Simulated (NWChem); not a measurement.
System: GaH$_{3}$; SMILES [GaH3]

Input file for NWChem:

```
start job
memory heap 200 mb stack 900 mb global 1100 mb
geometry units angstroms noautosym nocenter noautoz
  Ga     0.000000     0.000000     0.000000
  H      1.117639     1.117639     0.000000
  H      0.409084    -1.526724     0.000000
  H     -1.526724     0.409084     0.000000
end
basis spherical
  * library 6-31g*
end
dft
  xc xpbe96 cpbe96
  iterations 150
end
tddft
  cis
  nroots 6
  notriplet
end
task tddft energy
```

Excerpt of the output:

```
             Northwest Computational Chemistry Package (NWChem) 7.3.0
             --------------------------------------------------------

                             Geometry "geometry" -> ""
                             -------------------------

 Output coordinates in angstroms (scale by  1.889725989 to convert to a.u.)

  No.       Tag          Charge          X              Y              Z
 ---- ---------------- ---------- -------------- -------------- --------------
    1 Ga                  31.0000     0.00000000     0.00000000     0.00000000
    2 H                    1.0000     1.11763900     1.11763900     0.00000000
    3 H                    1.0000     0.40908400    -1.52672400     0.00000000
    4 H                    1.0000    -1.52672400     0.40908400     0.00000000

 Effective nuclear repulsion energy (a.u.)      31.7162213638

  pbe96 is a nonlocal functional; adding pw91lda local functional.

                                 NWChem DFT Module
                                 -----------------

 Summary of "ao basis" -> "ao basis" (spherical)
 ------------------------------------------------------------------------------
       Tag                 Description            Shells   Functions and Types
 ---------------- ------------------------------  ------  ---------------------
 Ga                          6-31g*                 12       32   5s4p3d
 H                           6-31g*                  2        2   2s

            General Information
            -------------------
          SCF calculation type: DFT
          Wavefunction type:  closed shell.
          No. of atoms     :     4
          No. of electrons :    34
           Alpha electrons :    17
            Beta electrons :    17
          Charge           :     0
          Spin multiplicity:     1
          Use of symmetry is: off; symmetry adaption is: off
          Maximum number of iterations: 150
          AO basis - number of functions:    38
                     number of shells:    18
          Convergence on energy requested:  1.00D-06
          Convergence on density requested:  1.00D-05
          Convergence on gradient requested:  5.00D-04

              XC Information
              --------------
          PerdewBurkeErnzerhof Exchange Functional  1.000
            Perdew 1991 LDA Correlation Functional  1.000 local
           PerdewBurkeErnz. Correlation Functional  1.000 non-local

             Grid Information
             ----------------
          Grid used for XC integration:  medium
          Radial quadrature: Mura-Knowles
          Angular quadrature: Lebedev.
          Tag              B.-S. Rad. Rad. Pts. Rad. Cut. Ang. Pts.
          ---              ---------- --------- --------- ---------
          Ga                  1.30      112           7.0       590
          H                   0.35       45           8.0       434
          Grid pruning is: on
          Number of quadrature shells:   247
          Spatial weights used:  Erf1

      Superposition of Atomic Density Guess
      -------------------------------------

 Sum of atomic energies:       -1924.44009593

      Non-variational initial energy
      ------------------------------

 Total energy =   -1924.525814
 1-e energy   =   -2748.109905
 2-e energy   =     791.867869
 HOMO         =      -0.350445
 LUMO         =      -0.021471

   convergence    iter        energy       DeltaE   RMS-Dens  Diis-err
 ---------------- ----- ----------------- --------- --------- ---------
 d= 0,ls=0.0,diis     1  -1926.0126849666 -1.96D+03  1.73D-02  1.00D-01
 d= 0,ls=0.0,diis     2  -1926.0292820012 -1.66D-02  3.34D-03  7.37D-02
 d= 0,ls=0.0,diis     3  -1926.0330221433 -3.74D-03  2.19D-03  6.97D-03
 d= 0,ls=0.0,diis     4  -1926.0332756402 -2.53D-04  1.00D-03  1.30D-03
 d= 0,ls=0.0,diis     5  -1926.0334139501 -1.38D-04  2.48D-05  6.83D-07
 d= 0,ls=0.0,diis     6  -1926.0334141220 -1.72D-07  2.49D-06  3.17D-08

         Total DFT energy =    -1926.033414121959
      One electron energy =    -2746.930896816706
           Coulomb energy =      864.917139279365
    Exchange-Corr. energy =      -75.735877948448
 Nuclear repulsion energy =       31.716221363830

 Numeric. integr. density =       33.999977361756

                       DFT Final Molecular Orbital Analysis
                       ------------------------------------

 Vector   15  Occ=2.000000D+00  E=-4.148675D-01
              MO Center=  3.2D-07,  2.9D-07, -4.6D-11, r^2= 2.1D+00
   Bfn.  Coefficient  Atom+Function         Bfn.  Coefficient  Atom+Function
  ----- ------------  ---------------      ----- ------------  ---------------
    10      0.747664  1 Ga s                  6     -0.310694  1 Ga s
    33     -0.138196  2 H  s                 35     -0.138196  3 H  s
    37     -0.138196  4 H  s                  2      0.087874  1 Ga s
    34     -0.084949  2 H  s                 36     -0.084949  3 H  s
    38     -0.084949  4 H  s                 20     -0.054011  1 Ga d  0

 Vector   16  Occ=2.000000D+00  E=-2.705537D-01
              MO Center=  3.8D-01,  3.7D-01,  5.2D-10, r^2= 2.6D+00
   Bfn.  Coefficient  Atom+Function         Bfn.  Coefficient  Atom+Function
  ----- ------------  ---------------      ----- ------------  ---------------
    12      0.323338  1 Ga py                11      0.317561  1 Ga px
    33      0.277734  2 H  s                 34      0.265999  2 H  s
    35     -0.141036  3 H  s                 37     -0.136699  4 H  s
    36     -0.135076  3 H  s                 38     -0.130923  4 H  s
     8     -0.123609  1 Ga py                 7     -0.121400  1 Ga px

 Vector   17  Occ=2.000000D+00  E=-2.705535D-01
              MO Center= -3.8D-01, -3.7D-01,  9.6D-10, r^2= 2.6D+00
   Bfn.  Coefficient  Atom+Function         Bfn.  Coefficient  Atom+Function
  ----- ------------  ---------------      ----- ------------  ---------------
    11      0.323338  1 Ga px                12     -0.317560  1 Ga py
    37     -0.241777  4 H  s                 35      0.239273  3 H  s
    38     -0.231561  4 H  s                 36      0.229163  3 H  s
     7     -0.123609  1 Ga px                 8      0.121400  1 Ga py
    22      0.094045  1 Ga d  2              32     -0.049887  1 Ga d  2

 Vector   18  Occ=0.000000D+00  E=-9.736894D-02
              MO Center= -7.7D-08, -8.6D-08,  1.3D-08, r^2= 3.5D+00
   Bfn.  Coefficient  Atom+Function         Bfn.  Coefficient  Atom+Function
  ----- ------------  ---------------      ----- ------------  ---------------
    13      0.726028  1 Ga pz                17      0.384005  1 Ga pz
     9     -0.224712  1 Ga pz                 5      0.066928  1 Ga pz

 Vector   19  Occ=0.000000D+00  E= 2.289673D-02
              MO Center= -2.8D-06, -2.0D-06, -3.1D-09, r^2= 3.6D+00
   Bfn.  Coefficient  Atom+Function         Bfn.  Coefficient  Atom+Function
  ----- ------------  ---------------      ----- ------------  ---------------
    10      1.547596  1 Ga s                 34      0.576753  2 H  s
    36      0.576751  3 H  s                 38      0.576751  4 H  s
    14      0.267961  1 Ga s                  6     -0.248429  1 Ga s
    33      0.161139  2 H  s                 35      0.161139  3 H  s
    37      0.161139  4 H  s                 20      0.097290  1 Ga d  0

 Vector   20  Occ=0.000000D+00  E= 5.925899D-02
              MO Center= -2.8D-01, -3.1D-01,  2.8D-10, r^2= 7.9D+00
   Bfn.  Coefficient  Atom+Function         Bfn.  Coefficient  Atom+Function
  ----- ------------  ---------------      ----- ------------  ---------------
    15      0.935973  1 Ga px                16      0.878523  1 Ga py
    34     -0.776007  2 H  s                 38      0.409164  4 H  s
    36      0.366612  3 H  s                 33     -0.133842  2 H  s
    11      0.102515  1 Ga px                18      0.101548  1 Ga d -2
    12      0.096223  1 Ga py                28     -0.089566  1 Ga d -2

     Multipole analysis of the density
     ---------------------------------

     L   x y z        total         alpha         beta         nuclear
     -   - - -        -----         -----         ----         -------
     0   0 0 0     -0.000000    -17.000000    -17.000000     34.000000

     1   1 0 0      0.000000      0.000001      0.000001     -0.000002
     1   0 1 0      0.000001      0.000001      0.000001     -0.000002
     1   0 0 1     -0.000000     -0.000000     -0.000000      0.000000

[...]

                                NWChem TDDFT Module
                                -------------------

            General Information
            -------------------
           No. of orbitals :      76
            Alpha orbitals :      38
             Beta orbitals :      38
        Alpha frozen cores :       0
         Beta frozen cores :       0
     Alpha frozen virtuals :       0
      Beta frozen virtuals :       0
         Spin multiplicity :       1
    Number of AO functions :      38
        Use of symmetry is : off
      Symmetry adaption is : off
         Schwarz screening :  0.10D-07

              XC Information
              --------------
   PerdewBurkeErnzerhof Exchange Functional   1.00
     Perdew 1991 LDA Correlation Functional   1.00 local
    PerdewBurkeErnz. Correlation Functional   1.00 non-local

             TDDFT Information
             -----------------
          Calculation type : Tamm-Dancoff TDDFT
         Wavefunction type : Restricted singlets
          No. of electrons :      34
           Alpha electrons :      17
            Beta electrons :      17
              No. of roots :       6
          Max subspacesize :    5200
            Max iterations :     100
               Target root :       1
           Target symmetry : none
      Symmetry restriction : off
                 Algorithm : Optimal
        Davidson threshold :  0.10D-03

    6 smallest eigenvalue differences (eV)
--------------------------------------------------------
  No. Spin  Occ  Vir  Irrep   E(Occ)    E(Vir)   E(Diff)
--------------------------------------------------------
    1    1   17   18 a        -0.271    -0.097     4.713
    2    1   16   18 a        -0.271    -0.097     4.713
    3    1   17   19 a        -0.271     0.023     7.985
    4    1   16   19 a        -0.271     0.023     7.985
    5    1   15   18 a        -0.415    -0.097     8.640
    6    1   17   20 a        -0.271     0.059     8.975
--------------------------------------------------------

  Entering Davidson iterations
  Restricted singlet excited states

  Iter   NTrls   NConv    DeltaV     DeltaE      Time
  ----  ------  ------  ---------  ---------  ---------
    1      6       0     0.95E-01   0.10+100        0.8
    2     12       0     0.71E-01   0.45E-01        0.8
    3     18       2     0.46E-01   0.15E-01        0.8
    4     22       2     0.19E-01   0.14E-01        0.7
    5     26       2     0.59E-02   0.67E-03        0.7
    6     30       5     0.20E-03   0.11E-04        0.7
    7     31       6     0.42E-04   0.51E-07        0.6
  ----  ------  ------  ---------  ---------  ---------
  Convergence criterion met

  Ground state a       -1926.033414121959 a.u.

  ----------------------------------------------------------------------------
  Root   1 singlet a              0.179222409 a.u.                4.8769 eV
  ----------------------------------------------------------------------------
     Transition Moments    X -0.00000   Y  0.00000   Z -0.00000
     Dipole Oscillator Strength                    0.0000000000
     Electric Quadrupole                           0.0000001396
     Magnetic Dipole                               0.0000023711
     Total Oscillator Strength                     0.0000025107

     Occ.   17  a   ---  Virt.   18  a        0.99967
  ----------------------------------------------------------------------------
  Root   2 singlet a              0.179222626 a.u.                4.8769 eV
  ----------------------------------------------------------------------------
     Transition Moments    X -0.00000   Y -0.00000   Z  0.00000
     Dipole Oscillator Strength                    0.0000000000
     Electric Quadrupole                           0.0000001396
     Magnetic Dipole                               0.0000023711
     Total Oscillator Strength                     0.0000025107

     Occ.   16  a   ---  Virt.   18  a        0.99967
  ----------------------------------------------------------------------------
  Root   3 singlet a              0.316942734 a.u.                8.6245 eV
  ----------------------------------------------------------------------------
     Transition Moments    X  0.54718   Y -0.57143   Z  0.00000
     Dipole Oscillator Strength                    0.1322591019
     Electric Quadrupole                           0.0000009688
     Magnetic Dipole                               0.0000000000
     Total Oscillator Strength                     0.1322600707

     Occ.   15  a   ---  Virt.   25  a        0.05514
     Occ.   16  a   ---  Virt.   21  a        0.32565
     Occ.   17  a   ---  Virt.   19  a       -0.79244
     Occ.   17  a   ---  Virt.   20  a        0.32559
     Occ.   17  a   ---  Virt.   22  a       -0.38665
  ----------------------------------------------------------------------------
  Root   4 singlet a              0.316942920 a.u.                8.6245 eV
  ----------------------------------------------------------------------------
     Transition Moments    X  0.57145   Y  0.54720   Z  0.00000
     Dipole Oscillator Strength                    0.1322667373
     Electric Quadrupole                           0.0000009687
     Magnetic Dipole                               0.0000000000
     Total Oscillator Strength                     0.1322677060

     Occ.   15  a   ---  Virt.   24  a        0.05513
     Occ.   16  a   ---  Virt.   19  a       -0.79244
     Occ.   16  a   ---  Virt.   20  a       -0.32570
     Occ.   16  a   ---  Virt.   22  a       -0.38656
     Occ.   17  a   ---  Virt.   21  a        0.32564
  ----------------------------------------------------------------------------
  Root   5 singlet a              0.330796033 a.u.                9.0014 eV
  ----------------------------------------------------------------------------
     Transition Moments    X  0.45925   Y -0.43893   Z  0.00000
     Dipole Oscillator Strength                    0.0889985699
     Electric Quadrupole                           0.0000006066
     Magnetic Dipole                               0.0000000004
     Total Oscillator Strength                     0.0889991770

     Occ.   16  a   ---  Virt.   21  a       -0.39654
     Occ.   17  a   ---  Virt.   19  a        0.06625
     Occ.   17  a   ---  Virt.   20  a       -0.41077
     Occ.   17  a   ---  Virt.   22  a       -0.81438
  ----------------------------------------------------------------------------
  Root   6 singlet a              0.330812422 a.u.                9.0019 eV
  ----------------------------------------------------------------------------
     Transition Moments    X -0.00458   Y  0.00437   Z -0.00000
     Dipole Oscillator Strength                    0.0000088473
     Electric Quadrupole                           0.0000000001
     Magnetic Dipole                               0.0000044150
     Total Oscillator Strength                     0.0000132624

     Occ.   16  a   ---  Virt.   21  a        0.71036
     Occ.   17  a   ---  Virt.   20  a       -0.70229

              Target root =      1
          Target symmetry = none
      Ground state energy =  -1926.033414121959
        Excitation energy =      0.179222409416
     Excited state energy =  -1925.854191712543

  stored tddft:energy   -1925.8541917125426
```

Level: PBE/6-31G* (spherical d), TDA. Coordinates come from a PBE-D3(BJ)/def2-SVP optimisation.
